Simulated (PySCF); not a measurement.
Compound: C2H7BF2Si2.
Atom-mapped SMILES: `[F:1][B:2]([F:3])[SiH:4]1[CH2:5][SiH2:6][CH2:7]1`

NICS is the negative of the GIAO shielding at a point without a nucleus: at the ring centre (0) and 1 Å above and below it (1); zz is the component along the ring normal. Level: GIAO PBE0/pcSseg-1 (PySCF, non-relativistic, gas phase) on the PBE0-D3(BJ)/def2-SVP geometry, one conformer.

Ring bond lengths (Å), with Mayer bond orders in brackets: Si4–C5 1.908 (0.90), C5–Si6 1.904 (0.91), Si6–C7 1.905 (0.91), C7–Si4 1.911 (0.91).

Problem. What do the NICS probes read (ppm)?

Solution. 
```
         ring                                                type  NICS(0)  NICS(1), two faces  NICS(1)zz, two faces  rms pucker (Å)  centre to ring atoms, mean (Å)
Si4–C5–Si6–C7  4-membered ring with 2 Si; formal bonds all single     -2.8         -2.0 / -2.2             4.2 / 0.5            0.14                            1.34
```

Problem. What can be read from them?

Solution. 
- Si4–C5–Si6–C7: mean NICS(1)zz 2.3 ppm, near zero. Si4, C5, Si6, C7 have four or more neighbours, so the value isn't read as a sign of a π ring current. The two faces differ by 3.7 ppm, so no symmetry operation interchanges them.

Problem. What is the mean of the two in-plane components of NICS at the first NICS(1) probe listed for ring Si4–C5–Si6–C7, 1 Å off the ring?

Solution. The isotropic value is a third of the trace: (3 × -2.0 − (4.2))/2 = -5.1 ppm.

Problem. List the ring angles and the Hirshfeld charges of the ring atoms.

Solution. 
- Si4–C5–Si6–C7: Si4 90.3° (+0.283 e), C5 87.1° (-0.252 e), Si6 90.6° (+0.332 e), C7 87.0° (-0.251 e); sum 355.0° against 360° for a flat convex ring.

Problem. What are the shieldings of the ring atoms and their hydrogens in the same run (means over atoms taken as equivalent)?

Solution. 
```csv
atoms,environment,σ isotropic (ppm),"principal values of the symmetric part, first atom (ppm)"
Si4,SiH silicon,393.3,"351.3, 397.2, 431.5"
C5 (×2),sp3 carbon bound to silicon,192.7,"181.0, 193.5, 203.8"
Si6,SiH2 silicon,378.8,"336.4, 372.0, 427.9"
H on Si4,Si–H hydrogen,26.47,"23.4, 23.8, 32.2"
H on C5 (×2),methylene hydrogen,30.68,"27.0, 27.5, 37.7"
H on C5 (×2),methylene hydrogen,31.09,"26.1, 28.0, 39.1"
H on Si6,Si–H hydrogen,26.22,"22.5, 23.9, 32.3"
H on Si6,Si–H hydrogen,26.25,"23.9, 24.4, 30.5"
```

Problem. How do the values depend on the level or the medium?

Solution. 
| level | NICS(0), Si4–C5–Si6–C7 | mean NICS(1)zz, Si4–C5–Si6–C7 |
| --- | --- | --- |
| PBE0/pcSseg-1, gas | -2.8 | 2.3 |
| mPW1PW91/pcSseg-2, gas | -1.6 | 2.7 |
| PBE0/pcSseg-1, IEF-PCM acetone | -2.7 | 2.3 |
| PBE0/pcSseg-1, IEF-PCM chloroform | -2.8 | 2.3 |

The geometry is the same throughout; the continuum's cavity takes Bondi-type radii × 1.2.

Time: 21 s of wall time; peak memory 0.94 GiB. Hardware: one thread of an Arm Neoverse V2, no GPU, shared host with 96 logical CPUs at a one-minute load of 72. This is the whole shielding run at PBE0/pcSseg-1, SCF included.

The values belong to the conformer `[F:1][B:2]([F:3])[SiH:4]1[CH2:5][SiH2:6][CH2:7]1`: F1–B2–Si4–C5 144°.
